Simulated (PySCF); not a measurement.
A structure optimised at B3LYP-D3(BJ)/def2-SVP, used in a PySCF frequency run:

```
C
C 1 1.3810
N 2 1.3853 1 107.61
H 3 1.0114 2 125.93 1 180.00
C 3 1.3578 4 126.02 2 180.00
C 5 1.3719 3 111.32 4 180.00
H 6 1.0869 5 127.93 3 180.00
H 2 1.0877 1 131.21 6 180.00
H 1 1.0891 2 125.78 8 0.00
```
Charge 0, spin multiplicity 2.

Task: Write its SMILES, formula and point group.

Result: [c]1ccc[nH]1, C₄H₄N, Cs

Task: What are its rotational constants (standard atomic weights)?

Result: 10.213, 8.8337, 4.7367 GHz
